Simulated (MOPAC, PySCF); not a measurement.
H8Ge3S2, SMILES `[SH][GeH2][GeH2][GeH2][SH]`, neutral singlet in the gas phase. 

Cartesian coordinates (Å):
```xyz
13

S     -2.4349    -0.2998     1.9191
Ge    -2.0484     0.8686     0.0261
Ge    -0.3659    -0.2826    -1.3200
Ge     0.2099     0.8783    -3.3909
S      1.7278    -0.3334    -4.5424
H     -1.1406    -0.2859     2.3150
H     -3.4187     0.9080    -0.6799
H     -1.6112     2.3135     0.3621
H      0.9147    -0.4513    -0.4725
H     -0.8923    -1.6915    -1.6733
H      0.9236     2.2177    -3.1185
H     -1.0430     1.1405    -4.2587
H      0.9562    -1.4443    -4.5929
```
Charge 0, spin multiplicity 1.

All levels are single points at this geometry (B3LYP-D3(BJ)/def2-SVP); Pople sets use spherical d functions. Orbital energies aren't observables, and empty levels follow the basis.

```json
[
 {"level": "B3LYP-D3(BJ)/def2-TZVP in PySCF", "HOMO (eV)": "-6.76", "LUMO (eV)": "-1.45", "gap (eV)": "5.30", "dipole (D)": "0.50", "vertical IE, Delta-SCF (eV)": "8.43"},
 {"level": "B3LYP/3-21G in PySCF", "HOMO (eV)": "-6.79", "LUMO (eV)": "-1.45", "gap (eV)": "5.33", "dipole (D)": "0.96", "vertical IE, Delta-SCF (eV)": "–"},
 {"level": "B3LYP/LANL2DZ in PySCF", "HOMO (eV)": "-6.85", "LUMO (eV)": "-1.52", "gap (eV)": "5.33", "dipole (D)": "0.90", "vertical IE, Delta-SCF (eV)": "–"},
 {"level": "PBE/6-31G* in PySCF", "HOMO (eV)": "-5.75", "LUMO (eV)": "-1.96", "gap (eV)": "3.79", "dipole (D)": "0.55", "vertical IE, Delta-SCF (eV)": "8.01"},
 {"level": "SVWN5/6-31G* in PySCF", "HOMO (eV)": "-5.82", "LUMO (eV)": "-2.16", "gap (eV)": "3.66", "dipole (D)": "0.54", "vertical IE, Delta-SCF (eV)": "8.11"},
 {"level": "HF/3-21G in PySCF", "HOMO (eV)": "-9.64", "LUMO (eV)": "1.54", "gap (eV)": "11.19", "dipole (D)": "1.38", "vertical IE, Delta-SCF (eV)": "–"},
 {"level": "HF/6-31G* in PySCF", "HOMO (eV)": "-9.46", "LUMO (eV)": "1.82", "gap (eV)": "11.28", "dipole (D)": "0.94", "vertical IE, Delta-SCF (eV)": "8.70"},
 {"level": "AM1 in MOPAC", "HOMO (eV)": "-9.48", "LUMO (eV)": "-2.05", "gap (eV)": "7.43", "dipole (D)": "2.42", "vertical IE, Delta-SCF (eV)": "–"},
 {"level": "PM3 in MOPAC", "HOMO (eV)": "-9.51", "LUMO (eV)": "-3.46", "gap (eV)": "6.04", "dipole (D)": "0.57", "vertical IE, Delta-SCF (eV)": "–"}
]
```
